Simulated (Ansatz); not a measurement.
CHBClF3O, SMILES `FC(F)(F)OBCl`. Charge 0, multiplicity 1.

```xyz
8

F    -1.640   -0.150    0.594
C    -0.684    0.735    0.337
F    -0.013    0.966    1.460
F    -1.253    1.864   -0.048
O     0.134    0.315   -0.660
B     0.911   -0.805   -0.674
Cl    0.990   -1.938    0.645
H     1.555   -0.985   -1.654
```

Problem. Give the diagnostics of a CCSD(T)/def2-TZVPP run (frozen core, the Gaussian-basis code of Ansatz). (Estimate.)

Solution. Ansatz gave: T1 = 0.0123, largest single amplitude 0.033, largest double 0.024, (T) share of the correlation energy 3.4 %, 9 CCSD cycles. The RHF solution is stable towards an unrestricted one. T1 lies under the customary mark of 0.02 for closed shells.
